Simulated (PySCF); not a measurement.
Cd: ionisation energy

Cd [Kr] 4d10 5s2 (1S) → Cd⁺ [Kr] 4d10 5s1 (2S), as a difference of total energies. Calculation: PySCF 2.14, in aug-cc-pVTZ-PP with one added diffuse shell each of s, p, d, f, g type with ECP28MDF (7s7p6d4f3g, 113 functions); a scalar-relativistic core potential. Correlated levels: valence: 4s2 4p6 frozen. The calculations carry no spin-orbit coupling.

**Question.** Order these methods by the ionisation energy they give, lowest first.
A. PBE
B. r2SCAN
C. CAM-B3LYP
D. MP2 (valence)

**Answer.** D (8.921 eV), B (8.949 eV), C (9.013 eV), A (9.115 eV).

Errors of the correlated levels include the incompleteness of this basis and the frozen core.

For comparison: 8.994 eV (measured; NIST Atomic Spectra Database, ionization energies).
